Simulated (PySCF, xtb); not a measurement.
BeF, SMILES [Be][F], multiplicity 2.

Harmonic wavenumbers (cm⁻¹) from GFN2-xTB run with xtb 6.7.1 at its own minimum, in rising order: 1118.

Q: What does PBE-D3(BJ)/def2-TZVPD (PySCF 2.14.0) give at its own minimum? (Estimate from the structure and the level; the computed values follow.)

A: 1195. Paired by order, the mean absolute difference is 76 cm⁻¹ and the zero-point energies are 1.6 and 1.7 kcal/mol.
